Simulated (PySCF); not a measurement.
These compounds are isomers of formula C7H7FO.

A. `C1C(c2ccc(F)o2)C1`
B. `InChI=1S/C7H7FO/c8-7-3-1-6(5-9)2-4-7/h1-4,9H,5H2`
C. `C1(F)=C(OC)C=CC1=C`

Spectrum 1. $^{1}$H NMR (500 MHz, computed): δ 7.65 (m, 2H), 7.40 (m, 2H), 4.78 (s, 2H), 0.11 (br s, 1H). $^{13}$C{$^{1}$H} NMR (computed): δ 172.7 (C), 144.1 (C), 136.4 (CH), 122.0 (CH), 71.5 (CH2).

Spectrum 2. $^{1}$H NMR (500 MHz, computed): δ 6.36 (m, 1H), 5.55 (m, 1H), 1.73 (m, 1H), 0.86 (m, 2H), 0.84 (m, 2H). $^{13}$C{$^{1}$H} NMR (computed): δ 166.2 (C), 151.1 (C), 112.8 (CH), 89.7 (CH), 13.5 (CH), 9.7 (CH2).

Spectrum 3. $^{1}$H NMR (500 MHz, computed): δ 6.19 (m, 1H), 6.13 (m, 1H), 5.84 (m, 1H), 5.81 (m, 1H), 4.18 (s, 3H). $^{13}$C{$^{1}$H} NMR (computed): δ 150.0 (C), 149.7 (C), 142.7 (C), 134.7 (CH), 125.6 (CH2), 121.0 (CH), 59.6 (CH3).

In vacuum, single conformer, equivalent nuclei averaged, non-relativistic. NMR shieldings at PBE0/pcSseg-1/GIAO; coordinates at the GFN2-xTB level; PySCF.

Referencing at the same level of theory: $^{1}$H (31.72 ppm), $^{13}$C (186.93 ppm) vs TMS. Splittings of carbon signals by F and P are missing where no couplings were computed. Where no couplings were computed, multiplicities follow the n + 1 count of equivalent neighbours, and m marks all less simple cases (inequivalent or close neighbours, rings, F or P nearby). Shifts are as computed. Against solution values, carbons near 30 ppm lie about +3 ppm off and those near 130 ppm about +5 ppm. Of 1211 compounds with measured shifts, 218 miss one by over three times the rms of a fit or turn the order of signals round; such compounds aren't used in these exercises. OH and NH positions are gas-phase values without hydrogen bonding to other molecules.

**Question.** Which spectrum belongs to which compound?

**Answer.** 1–B, 2–A, 3–C.

- Spectrum 1 (B): 5 $^{13}$C signals; δC 172.7 is an aromatic carbon bearing fluorine; δC 136.4 is an aromatic CH.
- Spectrum 2 (A): 6 $^{13}$C signals; δC 166.2 is an aromatic carbon bearing fluorine; δC 13.5 is a three-membered-ring carbon.
- Spectrum 3 (C): 7 $^{13}$C signals; δC 150.0 is a fully substituted alkene carbon; δC 149.7 is an alkene carbon bearing oxygen.
